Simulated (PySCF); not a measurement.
**Ionising GaP**

r²SCAN; basis Ga cc-pVDZ-PP with ECP10, P cc-pV(D+d)Z; scalar-relativistic core potentials; PySCF 2.14. Neutral (UKS): triplet (π ↑↑), Re = 2.472 Å, ωe = 286 cm⁻¹, De = 2.05 eV, HOMO -4.73 eV, LUMO -3.80 eV.

GaP⁺ (UKS): quartet (σ ↑, π ↑↑), Re = 2.644 Å, ωe = 151 cm⁻¹, De = 0.59 eV to Ga⁺ + P. The energies at the minima are -600.64207 hartree for GaP and -600.36546 for GaP⁺.

Task: Work out the adiabatic ionisation energy, without and with harmonic zero-point energies (1 hartree = 27.2114 eV, 1 eV = 8065.5 cm⁻¹), and the change of the bond length.

Result: At r²SCAN: 0.27661 hartree = 7.527 eV between the minima; the zero-point term (151.0 − 286.0)/2 cm⁻¹ = -0.008 eV makes it 7.519 eV. Re changes by +17.2 pm against the neutral. The electron leaves a σ orbital, and the longer bond of the ion fits a bonding orbital, or a change in how ionic the bond is.

Spin–orbit coupling is left out. For an ion De counts to the pair picked by the measured ionisation energies or electron affinities, which need not be the lowest pair at this level. States were picked by a PBE0 search and need not be the measured ground states.
